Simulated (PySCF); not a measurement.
Geometry (Å), atoms numbered from 1 in this order:
```xyz
27

C     4.387   -0.256   -0.362
C     2.884   -0.070   -0.238
C     2.467    0.554    1.086
C     0.968    0.739    1.244
S     0.105   -0.881    1.401
Si   -1.382   -0.776   -0.105
C    -2.205   -2.447   -0.182
Cl   -0.549   -0.303   -1.972
Si   -2.928    0.944    0.223
C    -4.107    1.203   -1.191
Cl   -1.921    2.729    0.564
Cl   -4.012    0.489    1.934
H     4.774   -0.919    0.429
H     4.921    0.704   -0.274
H     4.660   -0.701   -1.330
H     2.372   -1.039   -0.352
H     2.511    0.560   -1.065
H     2.935    1.550    1.191
H     2.854   -0.052    1.924
H     0.550    1.289    0.389
H     0.725    1.310    2.151
H    -1.451   -3.233   -0.338
H    -2.929   -2.485   -1.010
H    -2.734   -2.643    0.763
H    -4.722    0.302   -1.343
H    -4.773    2.054   -0.986
H    -3.538    1.405   -2.111
```

Geometry: PBE0-D3(BJ)/def2-SVP; GIAO absolute shieldings from PySCF 2.14.0 with density-fitted response routines, gas phase, non-relativistic, averaged over equivalent atoms.

At PBE0/pcSseg-1 (321 basis functions):
```json
{"atoms": "C3", "σ (ppm)": "148.9"}
{"atoms": "C4", "σ (ppm)": "150.0"}
{"atoms": "C2", "σ (ppm)": "160.9"}
{"atoms": "C1", "σ (ppm)": "168.6"}
{"atoms": "C10", "σ (ppm)": "176.4"}
{"atoms": "C7", "σ (ppm)": "182.3"}
{"atoms": "S5", "σ (ppm)": "609.7"}
{"atoms": "Si9", "σ (ppm)": "308.1"}
{"atoms": "Si6", "σ (ppm)": "320.4"}
{"atoms": "Cl11", "σ (ppm)": "871.8"}
{"atoms": "Cl12", "σ (ppm)": "875.3"}
{"atoms": "Cl8", "σ (ppm)": "898.4"}
{"atoms": "H21", "σ (ppm)": "28.20"}
{"atoms": "H20", "σ (ppm)": "28.49"}
{"atoms": "H16", "σ (ppm)": "29.40"}
{"atoms": "H18", "σ (ppm)": "29.73"}
{"atoms": "H19", "σ (ppm)": "30.16"}
{"atoms": "H17", "σ (ppm)": "30.25"}
{"atoms": "H13/H14/H15", "σ (ppm)": "30.28"}
{"atoms": "H25/H26/H27", "σ (ppm)": "30.51"}
{"atoms": "H22/H23/H24", "σ (ppm)": "30.65"}
```

Problem. Predict the values at KT3/pcSseg-1 on the same geometry.

Solution. 
| atoms | σ at KT3/pcSseg-1 | change |
| --- | --- | --- |
| C3 | 145.3 | -3.6 |
| C4 | 146.1 | -3.9 |
| C2 | 156.6 | -4.3 |
| C1 | 165.6 | -3.0 |
| C10 | 173.8 | -2.6 |
| C7 | 179.5 | -2.8 |
| S5 | 597.5 | -12.2 |
| Si9 | 326.2 | +18.1 |
| Si6 | 338.1 | +17.7 |
| Cl11 | 862.3 | -9.5 |
| Cl12 | 865.0 | -10.3 |
| Cl8 | 885.5 | -12.9 |
| H21 | 28.15 | -0.05 |
| H20 | 28.36 | -0.13 |
| H16 | 29.36 | -0.04 |
| H18 | 29.70 | -0.03 |
| H19 | 30.17 | +0.01 |
| H17 | 30.23 | -0.02 |
| H13/H14/H15 | 30.33 | +0.05 |
| H25/H26/H27 | 30.57 | +0.06 |
| H22/H23/H24 | 30.70 | +0.05 |

The largest change is at Si9 (silicon bonded to C, 2 Cl, Si). Cost: 321 basis functions. The order of the carbon signals is the same at both levels.
